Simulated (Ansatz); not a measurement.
The cluster Sn₃S₂, relaxed as a singlet with RKS r2SCAN-D4/def2-SVP in Ansatz, starting from the GFN2-xTB geometry. Force threshold 0.02 eV/Å.

In the def2 sets Sn takes a core potential; there is no spin–orbit coupling. The structure comes from a short search, and lower isomers may exist.

Start:

```xyz
5

Sn   -1.020   -0.269    2.061
Sn    0.370    1.471   -1.443
Sn    0.598   -1.592    0.138
S     0.846    0.963    1.019
S    -0.794   -0.573   -1.774
```

```csv
step,energy (eV),largest force component (eV/Å),SCF passes
1,-39167.6190,0.726,18
2 (rejected),-39167.6139,1.106,27
3,-39167.7456,0.261,27
4,-39167.8174,0.371,22
5,-39167.9589,0.604,26
6,-39168.2029,0.745,27
7,-39168.3654,0.389,27
8,-39168.4412,0.496,27
9,-39168.6543,0.533,27
10,-39168.8774,0.342,27
11,-39168.8944,0.192,21
12,-39168.8976,0.047,22
13 (rejected),-39168.8946,0.111,22
14 (rejected),-39168.8973,0.047,21
15,-39168.8980,0.003,22
```

Force components are those of the run's own axes.

End:

```xyz
5

Sn   -1.2738   -0.3750    1.4799
Sn    0.6896    1.1820   -1.4424
Sn    1.0351   -1.4303   -0.0663
S     0.8451    1.0348    1.1189
S    -1.2960   -0.4115   -1.0901
```

Bonds formed: Sn1–S5 (atoms count from 1). The end is the same structure that another start reached, the lowest one found.

No frequencies were taken in this run, so the end may be a saddle point.

Run time 40 s (4 threads of Arm Neoverse V1 on a shared host).
